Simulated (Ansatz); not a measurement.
`[CH3][SnH]([F])[BH]Cl` + `N=C=O` → `O=C=NBCl` + `[CH3][SnH2][F]` at 600 K and 1 bar (cleavage of the B–Sn bond).

Gas-phase electronic energies from Ansatz, PBE0-D4/def2-TZVP geometries. CCSD(T)/CBS adds triple-zeta CCSD(T) − MP2 to the extrapolated MP2 energy (def2 sets, frozen cores). This one scheme is used for every species. def2 core potentials past Kr. For Sn outer-core shells are correlated without core-valence functions, which leaves a few kJ/mol of doubt a bond. Each species was taken in one conformer, which may not be the lowest.

```
                species  CCSD(T)/CBS energy (Eh)  H − E (kJ/mol)  S (J/(mol·K))
`[CH3][SnH]([F])[BH]Cl`               -839.50555           221.7          503.1
                `N=C=O`               -168.51995            83.3          274.5
             `O=C=NBCl`               -653.16741           115.5          374.8
       `[CH3][SnH2][F]`               -354.90084           184.0          392.4
```

H − E and S are ideal-gas, rigid-rotor, harmonic terms from PBE0-D4/def2-TZVP, for one conformer and one mirror image of each species. 1 Eh = 2625.50 kJ/mol, R = 8.31446 J/(mol·K).

Question: By hand: ΔE, ΔH, ΔS and ΔG.

Answer: ΔE = (-653.16741) + (-354.90084) − (-839.50555) − (-168.51995) = -0.04275 Eh = -112.2 kJ/mol. Δ(H − E) = 115.5 + 184.0 − 221.7 − 83.3 = -5.5, so ΔH = -117.7 kJ/mol. ΔS = 374.8 + 392.4 − 503.1 − 274.5 = -10.4 J/(mol·K). ΔG = -117.7 − 600 × (-10.4)/1000 = -111.5 kJ/mol.

Question: By hand: the equilibrium constant, and the temperature at which ΔG would vanish if ΔH and ΔS stayed fixed.

Answer: log₁₀ K = −ΔG/(RT ln 10) = 9.7. ΔG = 0 at ΔH/ΔS = 11317 K, far beyond where these terms or the molecules hold.

The number of gas molecules stays the same, so ΔS is small and ΔH decides. A doubt of 5 kJ/mol in ΔE shifts log₁₀ K by 0.4 here. Other conformers and mirror images would add mixing entropy, several J/(mol·K) or more a flexible species. Modes under 60 cm⁻¹, often nearly free rotors, make the harmonic entropy too high. These are equilibria of isolated gas molecules and say nothing of rates. Largest T1 diagnostic: 0.018 (customary marks: 0.02 for closed shells, 0.045 for open ones).
